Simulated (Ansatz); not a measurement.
Reaction (redistribution): `C[SiH](O)[SnH3]` + `O[SiH2][O][GeH2][OH]` → `C[SiH](O)O[SiH2]O` + `[OH][GeH2][SnH3]`

Isolated molecules relaxed with PBE0-D4/def2-TZVP in Ansatz; ΔE leaves out vibrations. CCSD(T)/CBS adds triple-zeta CCSD(T) − MP2 to the extrapolated MP2 energy (def2 sets, frozen cores). DFT in def2-TZVPP. def2 core potentials past Kr. For Ge, Sn outer-core shells are correlated without core-valence functions, which leaves a few kJ/mol of doubt a bond. Scalar relativity is left out up to krypton. Each species was taken in one conformer, which may not be the lowest.

| level | ΔE (kcal/mol) |
| --- | --- |
| PBE | -22.5 |
| CCSD/CBS(def2) | -24.4 |

Task: What does CCSD(T)/CBS give? (Best estimate.)

Result: Computed: -24.0 kcal/mol. The listed levels differ from it by 1.5, -0.4 kcal/mol.

Largest T1 diagnostic among the species: 0.013.

In def2-TZVPP, CCSD(T) changes the Hartree–Fock value by +1.4 kcal/mol (the triples alone add +0.4 kcal/mol) and MP2 by +1.2 kcal/mol. From PBE to PBE0 (25 % exact exchange), in def2-TZVPP and without D4, ΔE moves by −1.0 kcal/mol.
